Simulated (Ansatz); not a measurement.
One change: `C[SiH](I)CF` becomes `C[SiH]([SiH3])I`.

Ansatz, PBE0-D4/def2-TZVP geometries, multiplicity 1. Each molecule was computed in one conformer, which needn't be the lowest.

Elements past krypton have def2 core potentials.

| property | `C[SiH](I)CF` |
| --- | --- |
| HOMO energy (PBE0/def2-TZVPP) / eV | -7.68 |
| size of the dipole moment (PBE/def2-TZVPP) / D | 0.78 |
| HOMO–LUMO gap (B3LYP/def2-TZVPP) / eV | 6.79 |
| HOMO–LUMO gap (PBE0/def2-TZVPP) / eV | 7.25 |
| LUMO energy (PBE0/def2-TZVPP) / eV | -0.44 |
| LUMO energy (ωB97M-V/def2-TZVPP) / eV | 1.40 |

Q: What does the change do to each property? (An estimate is asked.)

A: Ansatz gave: 
| property | `C[SiH]([SiH3])I` | shift |
| --- | --- | --- |
| HOMO energy (PBE0/def2-TZVPP) / eV | -7.35 | 0.33 |
| size of the dipole moment (PBE/def2-TZVPP) / D | 1.78 | 1.00 |
| HOMO–LUMO gap (B3LYP/def2-TZVPP) / eV | 6.19 | -0.60 |
| HOMO–LUMO gap (PBE0/def2-TZVPP) / eV | 6.59 | -0.66 |
| LUMO energy (PBE0/def2-TZVPP) / eV | -0.76 | -0.32 |
| LUMO energy (ωB97M-V/def2-TZVPP) / eV | 1.01 | -0.39 |

With PBE0 the HOMO rises by 0.33 eV and the LUMO falls by 0.32 eV, so the gap narrows by about 0.65 eV. PBE moves the HOMO by 0.25 eV and ωB97M-V by 0.41 eV. Dipoles are sizes alone; their direction can turn.

B3LYP here is the variant with VWN-RPA as its local correlation; programs differ in this.

Spin–orbit coupling is left out; it splits and shifts lone-pair levels of the heavy atoms by tenths of an eV.
